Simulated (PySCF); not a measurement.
## How methods differ on the ionisation energy of Ag⁺

Ag⁺ [Kr] 4d10 (1S) → Ag²⁺ [Kr] 4d9 (2D), as a difference of total energies. All numbers are calculated (PySCF 2.14, scalar relativity through the core potential, in aug-cc-pVDZ-PP with ECP28MDF). Correlated levels: valence: 4s2 4p6 frozen. The calculations carry no spin-orbit coupling.

| method | ionisation energy (eV) | difference from reference (eV) |
| --- | --- | --- |
| UHF | 19.730 | -1.754 |
| MP2 (valence) | 21.656 | +0.172 |
| SCS-MP2 (valence) | 21.457 | -0.027 |
| CCSD (valence) | 21.329 | -0.155 |
| CCSD(T) (valence) | 21.410 | -0.074 |

Reference: 21.484 eV (measured; NIST Atomic Spectra Database, ionization energies).

The reference lies between the lowest fine-structure levels, while these numbers refer to the centres of the terms.

Errors of the correlated levels include the incompleteness of this basis and the frozen core.
